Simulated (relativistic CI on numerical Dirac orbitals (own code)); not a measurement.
**Ni³⁺ in a cubic cluster: L2,3 absorption with charge transfer**

Computed with a charge-transfer multiplet model of a cubic metal-ligand cluster with up to 2 ligand holes, Slater and spin-orbit integrals from Dirac-Coulomb-Breit ions, Slater integrals scaled by 0.8. The ground state mixes d7 with configurations of k ligand holes L, whose averages lie at kΔ + k(k − 1)U_dd/2; a core hole lowers each added d electron by U_cd. 300 K, Lorentzian 0.4 eV and Gaussian 0.3 eV FWHM.

Atomic integrals in eV (Slater integrals scaled, ζ unscaled), ground: F2dd 10.578, F4dd 6.603, zeta_d 0.089; with the core hole: F2dd 11.178, F4dd 6.982, zeta_d 0.114, zeta_core 11.406, F2cd 6.704, G1cd 5.115, G3cd 2.909.

Cluster parameters (eV): Δ = 1.2, U_dd = 6.6, U_cd = 8.1, 10Dq = 0.4, 10Dq(ligand) = 0.4, final-state hopping factor = 1.

Weights, n_d and S are thermal averages at 300 K. Photon energies count from the first peak over 30 % of the highest in each spectrum, which can be another peak from case to case. The parameters are a model scan and need not match a compound or its usual spin state. Peaks in eV (height, largest 100): 0.0 (38), 0.8 (100), 1.6 (83), 3.3 (9), 17.4 (13), 18.4 (52), 19.4 (9).

Problem. Which parameters give this spectrum?
A. V(eg) = 2 eV, V(t2g) = -1.03 eV
B. V(eg) = 2.3 eV, V(t2g) = -1.18 eV
C. V(eg) = 3.8 eV, V(t2g) = -1.95 eV
D. V(eg) = 3.5 eV, V(t2g) = -1.8 eV
E. V(eg) = 2.9 eV, V(t2g) = -1.49 eV

Solution. C. V(eg) = 3.8 eV, V(t2g) = -1.95 eV; the ground state then has 7.74 d electrons and S = 0.57. The choice follows from running the model for each set and comparing peak positions and heights.
